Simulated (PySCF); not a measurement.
Vertical excitation energies

Bromine monofluoride, BrF.
Numbering: `[F:1][Br:2]`

Computed, not measured: TDDFT CAM-B3LYP/aug-cc-pVTZ, vertical, gas phase, core orbitals frozen in the response (PySCF 2.14.0, density-fitted response routines). Geometry: PBE0-D3(BJ)/def2-TZVP; no solvent, vibrations or thermal averaging. The CAM-B3LYP/aug-cc-pVTZ calculation is non-relativistic and has no spin–orbit coupling, an omission that weighs most on bromine.

```csv
state,λ (nm),E (eV),f,symmetry,"main configurations (H = HOMO, L = LUMO)"
S1,361.4,3.43,0.0000,–,H-1/H→L (98%)
S2,361.4,3.43,0.0000,–,H-1/H→L (98%)
S3,161.5,7.68,0.0013,–,H-3/H-2→L (≥95%)
S4,161.5,7.68,0.0013,–,H-3/H-2→L (≥95%)
S5,153.0,8.10,0.101,Π,H-1/H→L+1 (≥94%)
S6,153.0,8.10,0.101,Π,H-1/H→L+1 (≥94%)
S7,134.3,9.23,0.0000,–,"H-1/H→L+2 (≥44%), H-1/H→L+3 (≥44%)"
S8,134.3,9.23,0.0000,–,"H-1/H→L+3 (≥44%), H-1/H→L+2 (≥44%)"
S9,133.6,9.28,0.0000,–,"H-1/H→L+2 (≥45%), H-1/H→L+3 (≥45%)"
```

Triplets, Tamm–Dancoff:

```tsv
state	E (eV)	λ (nm)	main configurations (H = HOMO, L = LUMO)
T1	2.48	499.9	H-1/H→L (98%)
T2	2.48	499.9	H-1/H→L (98%)
T3	6.82	181.9	H-3/H-2→L (≥96%)
T4	6.82	181.9	H-3/H-2→L (≥96%)
```

The lowest singlet level (S1/S2) lies at 3.43 eV (361 nm, ultraviolet) and is dark (f under 0.0005). The most intense listed level is S5/S6 at 8.10 eV (153 nm, f = 0.202 summed), 4.67 eV above S1. S1/S2, S3/S4, S5/S6 and S7/S8 lie within about 0.01 eV of each other in each set; the point group C∞v has degenerate representations, and within a degenerate level the listed configurations can mix freely. Löwdin shares by element: HOMO (one of a set within 0.03 eV) bromine 83%, fluorine 17%; LUMO bromine 74%, fluorine 26%. The oscillator strengths of these states sum to 0.205; summed over the whole spectrum of an exact calculation they would give the number of electrons, 44 (Thomas–Reiche–Kuhn). Weighted by f, the mean energy of these states is 8.10 eV. Of the 9 states listed, 2 reach f = 0.01 and 5 stay under 0.0005. No computed singlet lies in the visible range (380 to 750 nm); the lowest, at 361 nm, stands 0.17 eV above its violet end (3.26 eV); a Tamm–Dancoff triplet lies at 500 nm, without intensity as long as spin–orbit coupling is left out. Symmetry labels in C∞v follow from the direction of the transition dipole and are given only for states with f of 0.002 or more. Orbitals of the list HOMO-3 to LUMO+2 that lie within 0.01 eV of each other are written together with a slash and their weights summed (≥ marks a lower bound); for degenerate orbitals outside that list single weights are arbitrary. The window holds the lowest 10 singlets. The highest level found (9.46 eV, f 0.0022 so far) is left out, since the window may have cut off a degenerate partner.
